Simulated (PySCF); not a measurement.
Isomers of C7H13N.

All values: CAM-B3LYP/def2-SVPD (PySCF) at PBE0-D3(BJ)/def2-SVP geometries, gas phase, one conformer each. Core orbitals are frozen in the response; Δα² is half the sum of the squared differences of the principal polarisabilities.

(1) Rank by HOMO–LUMO gap, highest first.
A. `[H]/[N:8]=[CH:7]/[C@@H:5]([CH2:4]/[CH:3]=[CH:2]/[CH3:1])[CH3:6]` with C2–C3–C4–C5 -114°, C3–C4–C5–C6 -61°, C4–C5–C7–N8 114°
B. `[CH3:1][CH:2]([CH3:3])[C:4]([CH3:5])([CH3:6])[C:7]#[N:8]` with C1–C2–C4–C5 -57°
C. `C[C@H](C#N)C(C)(C)C` (2,3,3-trimethylbutanenitrile)
D. `[CH2:1]1[CH2:2][CH2:3][N:4]([CH:5]2[CH2:6][CH2:7]2)[CH2:8]1` with C3–N4–C5–C6 87°, C8–C1–C2–C3 -1°, C1–C2–C3–N4 25°, C2–C3–N4–C5 85°, N4–C5–C6–C7 108°

(2) Rank by HOMO energy, lowest first.
A. `[CH2:1]1[CH2:2][CH2:3][N:4]([CH:5]2[CH2:6][CH2:7]2)[CH2:8]1` with C3–N4–C5–C6 87°, C8–C1–C2–C3 -1°, C1–C2–C3–N4 25°, C2–C3–N4–C5 85°, N4–C5–C6–C7 108°
B. `[CH3:1][C:2]([CH3:3])=[N:4][CH:5]1[CH2:6][CH2:7][CH2:8]1` with C2–N4–C5–C6 -89°, N4–C5–C6–C7 -139°, C5–C6–C7–C8 19°, C6–C7–C8–C5 -19°, N4–C5–C8–C7 139°
C. `[CH3:1][CH:2]([CH3:3])[C:4]([CH3:5])([CH3:6])[C:7]#[N:8]` with C1–C2–C4–C5 -57°

(3) Rank by dipole moment, lowest first.
A. `[CH3:1][C:2]([CH3:3])=[N:4][CH:5]1[CH2:6][CH2:7][CH2:8]1` with C2–N4–C5–C6 -89°, N4–C5–C6–C7 -139°, C5–C6–C7–C8 19°, C6–C7–C8–C5 -19°, N4–C5–C8–C7 139°
B. `[CH2:1]1[CH2:2][CH2:3][N:4]([CH:5]2[CH2:6][CH2:7]2)[CH2:8]1` with C3–N4–C5–C6 87°, C8–C1–C2–C3 -1°, C1–C2–C3–N4 25°, C2–C3–N4–C5 85°, N4–C5–C6–C7 108°
C. 2,3,3-trimethylbutanenitrile (`C[C@H](C#N)C(C)(C)C`)
D. `[H]/[N:8]=[CH:7]/[C@@H:5]([CH2:4]/[CH:3]=[CH:2]/[CH3:1])[CH3:6]` with C2–C3–C4–C5 -114°, C3–C4–C5–C6 -61°, C4–C5–C7–N8 114°

Answers

(1) B (11.54 eV), C (11.36 eV), A (9.34 eV), D (9.01 eV).

(2) C (-10.43 eV), B (-8.21 eV), A (-7.60 eV).

(3) B (0.94 D), A (2.01 D), D (2.20 D), C (4.13 D).

All values together:

```tsv
SMILES	μ (D)	HOMO (eV)	LUMO (eV)	α (Å³)	Δα (Å³)	ΔSCF removal energy (eV)
CC(C)=NC1CCC1	2.01	-8.21	1.08	13.63	5.41	–
CC(C)C(C)(C)C#N	4.11	-10.43	1.11	12.85	0.82	–
C[C@H](C#N)C(C)(C)C	4.13	-10.38	0.97	12.89	2.37	11.11
C1CCN(C2CC2)C1	0.94	-7.60	1.40	12.81	2.76	8.20
[H]/N=C/[C@H](C)C/C=C/C	2.20	-8.32	1.02	14.02	4.21	–
```

Conformers: `[CH3:1][C:2]([CH3:3])=[N:4][CH:5]1[CH2:6][CH2:7][CH2:8]1` with C2–N4–C5–C6 -89°, N4–C5–C6–C7 -139°, C5–C6–C7–C8 19°, C6–C7–C8–C5 -19°, N4–C5–C8–C7 139°; `[CH3:1][CH:2]([CH3:3])[C:4]([CH3:5])([CH3:6])[C:7]#[N:8]` with C1–C2–C4–C5 -57°; `[CH2:1]1[CH2:2][CH2:3][N:4]([CH:5]2[CH2:6][CH2:7]2)[CH2:8]1` with C3–N4–C5–C6 87°, C8–C1–C2–C3 -1°, C1–C2–C3–N4 25°, C2–C3–N4–C5 85°, N4–C5–C6–C7 108°; `[H]/[N:8]=[CH:7]/[C@@H:5]([CH2:4]/[CH:3]=[CH:2]/[CH3:1])[CH3:6]` with C2–C3–C4–C5 -114°, C3–C4–C5–C6 -61°, C4–C5–C7–N8 114°.

A dash marks a removal energy that wasn't run or isn't settled.
